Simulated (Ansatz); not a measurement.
Reaction: BNH3 (SMILES B[NH], doublet) → BNH3- (SMILES B[NH-]) (an electron is taken up)
Each species at its own B3LYP-D3(BJ)/def2-TZVP minimum (Ansatz, a quantum-chemistry and plane-wave program).

Total energies in hartree (Ansatz). Radicals and triplets start from unrestricted determinants; spin-orbit coupling is neglected. Correlated methods leave the cores frozen. No relativity.

```tsv
species	HF/aug-cc-pVTZ	CCSD(T)/aug-cc-pVTZ	HF/aug-cc-pVQZ	CCSD(T)/aug-cc-pVQZ	CCSD(T)/aug-cc-pVDZ	CCSDT(Q)/aug-cc-pVDZ
1: BNH3 (SMILES B[NH], doublet)	-80.87377	-81.20175	-80.87910	-81.22201	-81.12968	-81.13142
2: BNH3- (SMILES B[NH-])	-80.89314	-81.27723	-80.89825	-81.29839	-81.20338	-81.20492
```

Task: Work out the adiabatic electron affinity (electronic), positive where energy is released in eV: take Hartree-Fock from aug-cc-pVQZ, extrapolate the CCSD(T) correlation energy as X^-3 (X = 3, 4), and add CCSDT(Q) - CCSD(T) in aug-cc-pVDZ. 1 hartree = 27.211 eV.

Result: 
Species 1: correlation (64·(-0.34291) - 27·(-0.32798))/37 = -0.35380; step -0.00174; E1 = -80.87910 + (-0.35380) + (-0.00174) = -81.23464
Species 2: correlation (64·(-0.40014) - 27·(-0.38409))/37 = -0.41185; step -0.00154; E2 = -80.89825 + (-0.41185) + (-0.00154) = -81.31164
+1·E1 -1·E2 = 0.07700 hartree = 2.10 eV.
